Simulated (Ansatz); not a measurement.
`[F][Ge]([F])([Cl])[Cl]` → Cl₂ + `[F][Ge][F]` at 500 K and 1 bar (germylene formation by 1,1-elimination).

Gas-phase electronic energies from Ansatz, PBE0-D4/def2-TZVP geometries. CCSD(T)/CBS adds triple-zeta CCSD(T) − MP2 to the extrapolated MP2 energy (def2 sets, frozen cores). This one scheme is used for every species. For Ge outer-core shells are correlated without core-valence functions, which leaves a few kJ/mol of doubt a bond. Scalar relativity is left out up to krypton.

```csv
species,CCSD(T)/CBS energy (Eh),H − E (kJ/mol),S (J/(mol·K))
`[F][Ge]([F])([Cl])[Cl]`,-3195.41116,58.9,390.0
Cl₂,-919.51390,19.6,240.8
`[F][Ge][F]`,-2275.77030,31.8,297.3
```

H − E and S are ideal-gas, rigid-rotor, harmonic terms from PBE0-D4/def2-TZVP. 1 Eh = 2625.50 kJ/mol, R = 8.31446 J/(mol·K).

**Question.** By hand: ΔE, ΔH, ΔS and ΔG.

**Answer.** ΔE = (-919.51390) + (-2275.77030) − (-3195.41116) = 0.12696 Eh = 333.3 kJ/mol. Δ(H − E) = 19.6 + 31.8 − 58.9 = -7.5, so ΔH = 325.8 kJ/mol. ΔS = 240.8 + 297.3 − 390.0 = 148.1 J/(mol·K). ΔG = 325.8 − 500 × (148.1)/1000 = 251.8 kJ/mol.

**Question.** By hand: the equilibrium constant, and the temperature at which ΔG would vanish if ΔH and ΔS stayed fixed.

**Answer.** log₁₀ K = −ΔG/(RT ln 10) = -26.3. ΔG = 0 at ΔH/ΔS = 2200 K.

The number of gas molecules changes by +1, which sets the sign of ΔS. A doubt of 5 kJ/mol in ΔE shifts log₁₀ K by 0.5 here. These are equilibria of isolated gas molecules and say nothing of rates. Largest T1 diagnostic: 0.015 (customary marks: 0.02 for closed shells, 0.045 for open ones).
